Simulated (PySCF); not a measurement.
Static response to an electric field

C2H2Cl3F3Si.
Geometry (GFN2-xTB, Å), atoms numbered from 1 in this order:
```xyz
11
C2H2Cl3F3Si angstrom
F     -2.641    0.380   -0.642
C     -1.562   -0.322   -0.240
F     -1.456   -1.358   -1.086
F     -1.876   -0.833    0.961
Si     0.009    0.839   -0.212
C      1.522   -0.217    0.363
Cl     1.252   -0.861    1.996
Cl     1.815   -1.559   -0.764
Cl     2.954    0.831    0.389
H      0.237    1.249   -1.592
H     -0.251    1.854    0.800
```

Level: wB97X-D/def2-SVPD (PySCF), static field, nuclei fixed, core orbitals frozen in the response. The polarisability tensor in these axes (au):

```
x   97.44  2.62  0.67
y    2.62 90.34  0.66
z    0.67  0.66 90.79
```

Problem. What are the eigenvalues, a third of the trace, and Δα (Δα² = ½Σ(αi − αj)² over the three pairs)?

Solution. Principal values 89.35, 90.82 and 98.39 au; mean 92.85 au = 13.76 Å³ = 15.31 × 10⁻⁴⁰ C²·m²/J; Δα = 8.40 au (9 % of the mean).

Problem. What is the dipole moment, and where does it point?

Solution. (0.81, 1.91, -0.32) D, 2.10 D in size, pointing from the negative to the positive side. Measured along this direction, the outermost atoms are F3 and F4 at the negative end and Cl9 at the positive end.

Problem. In a dilute gas of rigid molecules at 350 K, how does the orientational term μ²/3kT compare with the electronic polarisability?

Solution. In Gaussian units μ²/3kT = 30.33 Å³ against 13.76 Å³, a ratio of 2.20; the Debye molar polarisation (4π/3)N_A(α + μ²/3kT) is 111.2 cm³/mol, leaving out the vibrational part.

Problem. Traceless (Buckingham) quadrupole moment about the centre of nuclear charge: eigenvalues?

Solution. -7.97, 2.01, 5.96 D·Å. The values depend on the origin, since the dipole doesn't vanish. The electronic extent ⟨r²⟩ about the same centre is 2149 bohr², a root-mean-square distance of 2.38 Å for the 106 electrons.

Problem. Directions of the eigenvectors, and the extent of the frame along each?

Solution. Largest value along (0.94, 0.32, 0.11), where the nuclei span 5.53 Å; middle along (-0.19, 0.24, 0.95), 2.90 Å; least along (-0.27, 0.92, -0.29), 3.26 Å. The strongest response lies along the longest span, while the other two are in reverse order.

Problem. Estimate the molar refractivity from the static electronic polarisability.

Solution. Lorentz–Lorenz: R = (4π/3)N_A α = 2.5225 cm³/(mol·Å³) × 13.76 Å³ = 34.7 cm³/mol, in the limit of long wavelengths.

Geometry: GFN2-xTB; no solvent, vibrations or thermal averaging.

These values come from a run that also computed excited states. The run took 1.9 min on Arm Neoverse N1, one thread, shared host with 64 logical CPUs at a one-minute load of 61, and the process peaked at 0.99 GiB of memory.
